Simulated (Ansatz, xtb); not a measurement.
**Relaxing a trial structure of ClFH2Si2**

The starting geometry of this gas-phase singlet has its atoms placed at random.

```xyz
6

Cl   -0.3889   -1.2284    1.1932
F     1.4683    0.1949    0.3347
Si    0.5634    0.9583   -1.1529
Si    0.1373   -1.5587   -0.5213
H     0.9001   -0.1663    1.3194
H     0.6246    0.2069   -0.1858
```

**Question.** Guess where an optimisation with r2SCAN-D4/def2-SVP ends from this start.

**Answer.** It ends as a structure with Cl1 bridging H5 and Si4, F2 bridging Si3 and H5, H5 bridging Cl1 and F2, H6 bridging Si3 and Si4, given below by its coordinates. Distances that change by over a tenth: Cl1–Si4 (1.82 → 2.29 Å), Si3–H6 (1.23 → 1.70 Å). Contacts that open: F2–H6 (0.99 → 2.57 Å). Contacts that close: Cl1–H5 (1.67 → 1.65 Å), F2–H5 (1.19 → 1.07 Å), Si3–Si4 (2.63 → 2.35 Å), Si4–H6 (1.86 → 1.76 Å).

The energy falls by 11.43 eV over 22 steps:

```tsv
step	E − E(last) (eV)
1	11.429
3	3.742
6	1.421
8	0.735
10	0.551
13	0.260
15	0.070
17	0.005
20	0.000
22	0.000
```

Final geometry (Å):

```xyz
6

Cl    0.0925   -1.5366    1.4150
F     1.6836    0.5247    0.7929
Si    1.1748    0.5188   -1.0470
Si   -0.3340   -1.2750   -0.8207
H     1.1595   -0.2889    1.2587
H    -0.4716    0.4636   -0.6116
```

From the same start GFN2-xTB ends elsewhere, in pieces: FHSi2 + ClH.

From so rough a start the end depends on the optimiser's path, so another program may land elsewhere. No frequencies were run, so the end isn't proven a minimum. Run with Ansatz 0.2.0, 120 s on 1 thread of Intel(R) Xeon(R) Processor @ 2.50GHz (Skylake/Cascade Lake), on a shared host.
